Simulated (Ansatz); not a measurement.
Molecule: C$_{4}$H$_{11}$BO$_{2}$, net charge 0, singlet state. SMILES: CCB(OC)OC
Geometry from a B3LYP-D3(BJ)/def2-TZVP (Ansatz, a program for electronic structure) optimisation:
```xyz
18

C      0.8405     2.6236    -0.0699
C     -0.2267     1.7288     0.5634
B     -0.1774     0.1998     0.1706
O     -1.2598    -0.5491     0.5478
C     -1.4070    -1.9584     0.5458
O      0.9307    -0.2420    -0.4960
C      1.1629    -1.5009    -1.1041
H      0.7663     2.6171    -1.1593
H      1.8447     2.2793     0.1821
H      0.7474     3.6596     0.2631
H     -0.1608     1.7879     1.6573
H     -1.2289     2.1062     0.3327
H     -1.6511    -2.3324    -0.4508
H     -2.2323    -2.1997     1.2153
H     -0.5102    -2.4644     0.9073
H      1.9896    -1.3756    -1.8028
H      0.2915    -1.8533    -1.6582
H      1.4458    -2.2535    -0.3654
```

Property: atomisation energy (electronic, to ground-state atoms), in kJ/mol. Cores are frozen in the correlated levels unless marked. Open shells are spin-unrestricted. No spin-orbit coupling. Non-relativistic. The coupled-cluster limit lacks core correlation, which all-electron functionals hold. CBS(X,Y): correlation extrapolated as X^-3; Hartree-Fock from the larger set. [CCSD(T)-MP2]/basis is that difference in the basis named.

```tsv
level	program	atomisation energy (kJ/mol)
SVWN5/def2-TZVPD	Ansatz	8313.8
PBE-D3(BJ)/def2-TZVPD	Ansatz + dftd3	7423.4
revPBE-D3(BJ)/def2-TZVPD	Ansatz + dftd3	___
B3LYP-D4/def2-TZVPD	Ansatz + dftd4	___
BHLYP-D3(BJ)/def2-TZVPD	Ansatz + dftd3	7103.3
BHLYP/def2-TZVPD	Ansatz	7060.9
LC-wPBE-D3(BJ)/def2-TZVPD	Ansatz + dftd3	___
B2PLYP/def2-TZVPD	Ansatz	7199.6
PBE-QIDH/def2-TZVPD	Ansatz	___
SCS-MP2/STO-3G	Ansatz	7354.1
SCS-MP2/6-31G	Ansatz	6282.2
SCS-MP2/6-31G*	Ansatz	6731.0
SCS-MP2/aug-cc-pVDZ	Ansatz	6888.4
CCSD/aug-cc-pVDZ	Ansatz	6751.6
RI-MP2/CBS(aug-cc-pVTZ,aug-cc-pVQZ)+[CCSD(T)-MP2]/aug-cc-pVTZ	Ansatz	7283.0
```

Problem. Fill in the missing entries.

Solution. 
- revPBE-D3(BJ)/def2-TZVPD, atomisation energy (kJ/mol): 7220.5
- B3LYP-D4/def2-TZVPD, atomisation energy (kJ/mol): 7289.0
- LC-wPBE-D3(BJ)/def2-TZVPD, atomisation energy (kJ/mol): 7306.1
- PBE-QIDH/def2-TZVPD, atomisation energy (kJ/mol): 7231.8
